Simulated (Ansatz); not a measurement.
Cl₃MoO (SMILES [O]=[Mo]([Cl])([Cl])[Cl]), doublet, geometry from GFN2-xTB (such geometries of metal compounds can be far from the true shape) (the multiplicity is a formal guess) (core potentials on Mo); B3LYP/def2-SVPD (Ansatz, an electronic-structure program).

The Ansatz input:
Ansatz 0.2 input:
```yaml
crystal:
  periodic: [false, false, false]
  atoms:
    - {symbol: Mo, position_ang: [0.38642121, -0.08118934, -0.01229997]}
    - {symbol: O, position_ang: [1.59381395, -0.79626759, -0.84841018]}
    - {symbol: Cl, position_ang: [0.47627775, 0.96715298, 1.82988382]}
    - {symbol: Cl, position_ang: [-0.83372497, 1.14356481, -1.47491885]}
    - {symbol: Cl, position_ang: [-1.34727056, -1.53541821, 0.07467503]}
basis:
  gaussian:
    orbitals: def2-SVPD
hamiltonian:
  xc: b3lyp
magnetization: {spin_polarized: true, initial_magnetization: 1}
accuracy: high
```

The log (banner, timings and long lists left out):

```
Functional definition: B3LYP
2662 factors; integrals over basis functions are off by at most 3.6e-9 eV
mean field evaluation 1: about -41455.7479 eV, gradient 4.8e1 eV
mean field evaluation 2: about -41316.4636 eV, gradient 1.7e2 eV
mean field evaluation 4: about -41463.1759 eV, gradient 1.4e1 eV
mean field evaluation 8: about -41464.2665 eV, gradient 8.6e-1 eV
mean field evaluation 16: about -41464.2711 eV, gradient 3.5e-3 eV
mean field evaluation 32: about -41464.2711 eV, gradient 3.5e-8 eV
mean field -41464.27110034 eV, -1523.7838574450 hartree, gradient 3.3e-8 eV, S^2 0.754148; 1 other end points of the search recorded, 0 dependent functions left out
reference -41464.27113577 eV, -1523.7838587470 hartree; 37, 36 occupied and 101, 102 virtual orbitals, 2662 factors
Total energy: -41464.27113577 eV, -1523.7838587470 hartree
```
